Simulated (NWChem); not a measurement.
System: C2H6ClNSi; SMILES C/N=C\[SiH2]Cl

Input file for NWChem:

```
start job
memory heap 200 mb stack 900 mb global 1100 mb
geometry units angstroms noautosym nocenter noautoz
  C     -1.102735    -1.978111     0.430133
  N      0.030255    -2.086762    -0.455157
  C      0.867418    -1.122020    -0.557910
  Si     0.893914     0.566372     0.354364
  Cl    -0.815596     1.688406    -0.086718
  H     -1.172434    -1.031351     1.019538
  H     -1.096874    -2.841227     1.129241
  H     -2.033055    -2.078764    -0.169042
  H      1.709904    -1.282071    -1.270628
  H      0.970716     0.410805     1.847195
  H      2.091071     1.326556    -0.135508
end
basis spherical
  * library 6-31g*
end
dft
  xc m05-2x
  iterations 150
end
cosmo
  do_cosmo_smd true
  solvent ether
end
task dft energy
```

NWChem printed, in part:

```
             Northwest Computational Chemistry Package (NWChem) 7.3.0
             --------------------------------------------------------

                             Geometry "geometry" -> ""
                             -------------------------

 Output coordinates in angstroms (scale by  1.889725989 to convert to a.u.)

  No.       Tag          Charge          X              Y              Z
 ---- ---------------- ---------- -------------- -------------- --------------
    1 C                    6.0000    -1.10273500    -1.97811100     0.43013300
    2 N                    7.0000     0.03025500    -2.08676200    -0.45515700
    3 C                    6.0000     0.86741800    -1.12202000    -0.55791000
    4 Si                  14.0000     0.89391400     0.56637200     0.35436400
    5 Cl                  17.0000    -0.81559600     1.68840600    -0.08671800
    6 H                    1.0000    -1.17243400    -1.03135100     1.01953800
    7 H                    1.0000    -1.09687400    -2.84122700     1.12924100
    8 H                    1.0000    -2.03305500    -2.07876400    -0.16904200
    9 H                    1.0000     1.70990400    -1.28207100    -1.27062800
   10 H                    1.0000     0.97071600     0.41080500     1.84719500
   11 H                    1.0000     2.09107100     1.32655600    -0.13550800

 Effective nuclear repulsion energy (a.u.)     268.7362944154

                                 NWChem DFT Module
                                 -----------------

 Summary of "ao basis" -> "ao basis" (spherical)
 ------------------------------------------------------------------------------
       Tag                 Description            Shells   Functions and Types
 ---------------- ------------------------------  ------  ---------------------
 C                           6-31g*                  6       14   3s2p1d
 N                           6-31g*                  6       14   3s2p1d
 Si                          6-31g*                  8       18   4s3p1d
 Cl                          6-31g*                  8       18   4s3p1d
 H                           6-31g*                  2        2   2s

 in cosmo_initialize ...
 calling solv_data for solv:ether

[...]

                                COSMO-SMD solvation results
                                ---------------------------

             internal energy in gas <Psi(g)|H|Psi(g)> =      -884.186025678882
         internal energy in solvent <Psi(s)|H|Psi(s)> =      -884.185394600669
                               delta internal energy  =         0.000631078214 (    0.40 kcal/mol)
   total free energy in solvent <Psi(s)|H+V/2|Psi(s)> =      -884.191761105596
 polarization energy contribution <Psi(s)|V/2|Psi(s)> =        -0.006366504928 (   -4.00 kcal/mol)
    total free energy in solvent including G(SMD-CDS) =      -884.192901075294
                       G(SMD-CDS) energy contribution =        -0.001139969698 (   -0.72 kcal/mol)
     1 M fixed-concentration free energy of solvation =        -0.006875396412 (   -4.31 kcal/mol)

                       DFT Final Molecular Orbital Analysis
                       ------------------------------------

 Vector   26  Occ=2.000000D+00  E=-3.797072D-01
              MO Center= -1.2D-01,  1.0D+00,  1.2D-01, r^2= 3.9D+00
   Bfn.  Coefficient  Atom+Function         Bfn.  Coefficient  Atom+Function
  ----- ------------  ---------------      ----- ------------  ---------------
    69      0.495106   5 Cl pz               73      0.286587   5 Cl pz
    67     -0.268208   5 Cl px               65     -0.192275   5 Cl pz
    90      0.192403  11 H  s                88     -0.176497  10 H  s
    71     -0.153482   5 Cl px               51     -0.147845   4 Si pz
    68     -0.139343   5 Cl py               89      0.138126  11 H  s

 Vector   27  Occ=2.000000D+00  E=-3.702336D-01
              MO Center=  5.6D-02, -1.3D+00, -1.2D-01, r^2= 3.7D+00
   Bfn.  Coefficient  Atom+Function         Bfn.  Coefficient  Atom+Function
  ----- ------------  ---------------      ----- ------------  ---------------
    33      0.250487   3 C  pz               19      0.247686   2 N  pz
    17      0.196671   2 N  px               68     -0.184620   5 Cl py
    37      0.176619   3 C  pz               23      0.175678   2 N  pz
    31      0.169096   3 C  px                5     -0.141410   1 C  pz
    88     -0.141605  10 H  s                18     -0.138710   2 N  py

 Vector   28  Occ=2.000000D+00  E=-3.105179D-01
              MO Center=  2.2D-01, -1.4D+00, -3.2D-01, r^2= 3.3D+00
   Bfn.  Coefficient  Atom+Function         Bfn.  Coefficient  Atom+Function
  ----- ------------  ---------------      ----- ------------  ---------------
    18      0.368111   2 N  py               22      0.306414   2 N  py
    19      0.249685   2 N  pz               20     -0.227390   2 N  s
    50      0.222233   4 Si py               32     -0.203541   3 C  py
    23      0.190308   2 N  pz               68     -0.182770   5 Cl py
    86      0.158835   9 H  s                80     -0.150894   6 H  s

 Vector   29  Occ=0.000000D+00  E=-1.104376D-02
              MO Center=  5.8D-01, -7.0D-01, -1.7D-01, r^2= 4.1D+00
   Bfn.  Coefficient  Atom+Function         Bfn.  Coefficient  Atom+Function
  ----- ------------  ---------------      ----- ------------  ---------------
    53      0.466425   4 Si px               70      0.438821   5 Cl s
    54     -0.347539   4 Si py               23     -0.312636   2 N  pz
    55      0.283355   4 Si pz               71      0.277657   5 Cl px
    19     -0.274753   2 N  pz               52     -0.260629   4 Si s
    37      0.246805   3 C  pz               21     -0.233831   2 N  px

[...]
```

Level: M05-2X/6-31G* (spherical d), SMD on the gas-phase geometry. Coordinates come from a PBE-D3(BJ)/def2-SVP optimisation. Solvent: diethyl ether.
